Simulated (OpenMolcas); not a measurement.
# Multiconfigurational calculation on Tm III

Input:

```
&GATEWAY
Coord
1

Tm 0.0 0.0 0.0
Basis=ANO-R3
Group=XYZ
NoMove
AngMom=0.0 0.0 0.0
AMFI
&SEWARD
&RASSCF
FileOrb=start.orb
Symmetry=2
Spin=2
nActEl=13 0 0
Inactive=15 12
Ras2=0 7
CIRoot=7 7 1
SDav=7
CIMx=300
Iter=120 100
PrWF=0.3
OrbListing=Nothing
MaxOrb=0
Atom
>>> COPY $Project.JobIph JOB001
&RASSI
NrOfJobIphs=1 7
1 2 3 4 5 6 7
IphNames
JOB001
EJob
SpinOrbit
DIPRint=1.0
SOCoupling=1000.0
Subsets=2
MEES
Property=10
'ANGMOM' 1 'ANGMOM' 2 'ANGMOM' 3 'MLTPL  1' 1 'MLTPL  1' 2 'MLTPL  1' 3
'AMFI' 1 'AMFI' 2 'AMFI' 3 'MLTPL  2' 6
SOProperty=3
'ANGMOM' 1 'ANGMOM' 2 'ANGMOM' 3
```

A driver script runs the steps one by one and writes start.orb anew before each from the orbitals found so far.

Output, cut to the results:

```
--- SEWARD ---
Basis set label: TM.ANO-R...9S8P5D5F3G2H.

      Electronic valence basis set:
      ------------------
      Associated Effective Charge  69.000000 au
      Associated Actual Charge     69.000000 au
      Nuclear Model: Finite nucleus - Gaussian distribution
        Gaussian exponent, Xi/bohr**(-2):  1.55817E+08

      Shell  nPrim  nBasis  Cartesian Spherical Contaminant
         s      25       9        X
         p      19       8        X
         d      12       5                 X
         f      10       5                 X
         g       5       3                 X
         h       4       2                 X
                  Relativistic X2C integrals
                  Atomic mean-field integrals
--- RASSCF ---
Wave function specifications:
      -----------------------------

      Number of closed shell electrons          54
      Number of electrons in active shells      13
      Max number of holes in RAS1 space          0
      Max nr of electrons in RAS3 space          0
      Number of inactive orbitals               27
      Number of active orbitals                  7
      Number of secondary orbitals             108
      Spin quantum number                      0.5
      State symmetry                             2
Orbital specifications:
      -----------------------

      Symmetry species                           1   2
                                                ag  au
      Frozen orbitals                            0   0
      Inactive orbitals                         15  12
      Active orbitals                            0   7
      RAS1 orbitals                              0   0
      RAS2 orbitals                              0   7
      RAS3 orbitals                              0   0
      Secondary orbitals                        46  62
      Deleted orbitals                           0   0
      Number of basis functions                 61  81
      Number of CSFs                             7
      Number of root(s) required                 7
      Iter CI   SX   CI       RASSCF       Energy    max ROT     max BLB   max BLB  Level Ln srch  Step   QN
          iter iter root      energy       change     param      element    value   shift minimum  type update
 Nr of preliminary CI iterations:   1
      Total energies have been shifted. Add               -13000.00 au
        1   1   15    0  -561.57777300    0.00E+00  -8.64E-02   15  34 2 -4.74E-01*  0.00   0.00    SX    NO
        2   1   14    0  -561.48774735    9.00E-02* -9.39E-02   16  35 2  6.88E-01*  0.00   0.00    SX    NO
        3   1   15    0  -561.37785468    1.10E-01*  1.10E-01*  19  38 2 -7.63E-01*  0.00   0.00    SX    NO
        4   1   13    0  -561.20498816    1.73E-01*  1.13E-01*  16  35 2  9.70E-01*  0.00   0.00    SX    NO
        5   1   15    0  -561.21098715   -6.00E-03*  6.91E-02   19  38 2 -8.92E-01*  0.00   0.50    SX   YES
        6   1   14    0  -561.74983830   -5.39E-01*  2.12E-02   16  35 2  2.24E-01*  0.00   0.82    QN   YES
        7   1   14    0  -561.78065559   -3.08E-02* -4.78E-03   19  38 2 -4.22E-02*  0.00   0.84    QN   YES
        8   1   12    0  -561.78221177   -1.56E-03*  8.98E-04   17  43 2  3.98E-03*  0.00   0.94    QN   YES
        9   1   11    0  -561.78225259   -4.08E-05*  2.01E-04   16  35 2  6.38E-04*  0.00   1.15    QN   YES
       10   1    9    0  -561.78225408   -1.49E-06* -1.08E-05    9  18 1  1.53E-04*  0.00   1.01    QN   YES
       11   1    7    0  -561.78225409   -1.23E-08* -1.32E-06   13  39 2 -1.06E-05   0.00   1.04    QN   YES
       12   1    2    0  -561.78225409   -1.42E-10  -4.29E-08   15  19 1  4.62E-07   0.00   1.03    QN   YES
      Convergence after 12 iterations
       13   1    2    0  -561.78225409   -7.28E-12  -4.29E-08   13  46 2 -3.15E-07   0.00   1.03    QN   YES
      Natural orbitals and occupation numbers for root  1
      sym 2:   2.000000   2.000000   1.000000   2.000000   2.000000   2.000000   2.000000
      Natural orbitals and occupation numbers for root  2
      sym 2:   2.000000   2.000000   2.000000   2.000000   2.000000   1.000000   2.000000
      Natural orbitals and occupation numbers for root  3
      sym 2:   1.000000   2.000000   2.000000   2.000000   2.000000   2.000000   2.000000
::    RASSCF root number  1 Total energy: -13561.78225409
::    RASSCF root number  2 Total energy: -13561.78225409
::    RASSCF root number  3 Total energy: -13561.78225409
::    RASSCF root number  4 Total energy: -13561.78225409
...
--- RASSI ---
SPIN-FREE ENERGIES:
  (Shifted by EMIN (a.u.) =     -13561.7822540906)

 SF State       Relative EMIN(au)   Rel lowest level(eV)    D:o, cm**(-1)      L_eff

     1             0.0000000000        0.0000000000              0.0000         3.0
     2             0.0000000000        0.0000000000              0.0000         3.0
     3             0.0000000000        0.0000000000              0.0000         3.0
     4             0.0000000000        0.0000000000              0.0000         3.0
     5             0.0000000000        0.0000000000              0.0000         3.0
     6             0.0000000000        0.0000000000              0.0000         3.0
     7             0.0000000000        0.0000000000              0.0000         3.0
     Dipole printing threshold changed to   1.00000000E+00
Eigenvalues of complex Hamiltonian:
   -----------------------------------
  (Shifted by EMIN (a.u.) =     -13561.7822540906)

 SO State       Relative EMIN(au)   Rel lowest level(eV)    D:o, cm**(-1)     J-value

     1            -0.0172664430        0.0000000000              0.0000         2.4
     2            -0.0172664430        0.0000000000              0.0000         2.8
     3            -0.0172664430        0.0000000000              0.0000         2.5
     4            -0.0172664430        0.0000000000              0.0000         3.3
     5            -0.0172664430        0.0000000000              0.0000         3.2
     6            -0.0172664430        0.0000000000              0.0000         2.4
     7            -0.0172664430        0.0000000000              0.0000         2.4
     8            -0.0172664430        0.0000000000              0.0000         3.0
     9             0.0230219240        1.0963023164           8842.2745         2.0
    10             0.0230219240        1.0963023164           8842.2745         2.2
    11             0.0230219240        1.0963023164           8842.2745         1.7
...
```

The J values that RASSI prints are effective ones from its own formula and need not be integers or half-integers; the table below assigns J from the states.

Levels above the lowest, from the spin-orbit matrix, grouped by J:

```tsv
Configuration	Term	J	E (eV)	Measured (eV)	Term weight %
4f13	2F*	7/2	0.0000	0.0000	100
4f13	2F*	5/2	1.0963	1.0878	100
```

Against the measured value (Martin, Zalubas and Hagan, Atomic Energy Levels: The Rare-Earth Elements, NSRDS-NBS 60 (1978); Li et al., J. Phys. B 34, 1349 (2001)): 4f13 2F* 5/2: computed 1.0963, measured 1.0878 eV (+0.8 %).

Without dynamic correlation excited terms often stand tens of per cent too high (terms of higher spin than the ground term too low), and those without a measured partner can miss by more than the paired ones. Measured partners are found by configuration, term and J. A level has none where our copy of the source lacks it or the pairing is in doubt (some pairs that miss far off the trend of their configuration count as doubtful), and it then counts in no deviation. Only configurations of the active space appear.

The term weight is that of the spin-free term in the level, not the purity of its configuration. * marks odd parity.
